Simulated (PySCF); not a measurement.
Al(Me)2 (C₂H₆Al), SMILES [CH3][Al][CH3], multiplicity 2. The structure is a stationary point at B3LYP-D3(BJ)/def2-TZVP. The spin state was assumed, not searched. The isomer is the one that the SMILES or the coordinates give; other isomers of the formula were not compared.

Computed equilibrium geometry at B3LYP-D3(BJ)/def2-TZVP (PySCF confirms it by a frequency run) as bond lengths and angles, and its point group:
point group C2v.
Atoms: Al1 C2 H3 H4 H5 C6 H7 H8 H9. Bond lengths (Å): Al1–C2 1.979, Al1–C6 1.979, C2–H3 1.090, C2–H4 1.096, C2–H5 1.096, C6–H7 1.096, C6–H8 1.096, C6–H9 1.090. Angles (°): C2–Al1–C6 116.9, Al1–C2–H3 114.4, Al1–C2–H4 109.4, Al1–C2–H5 109.4, H3–C2–H4 108.2, H3–C2–H5 108.2, H4–C2–H5 107.1, Al1–C6–H7 109.4, Al1–C6–H8 109.4, Al1–C6–H9 114.4, H7–C6–H8 107.1, H7–C6–H9 108.2, H8–C6–H9 108.2.
Charge 0, spin multiplicity 2.
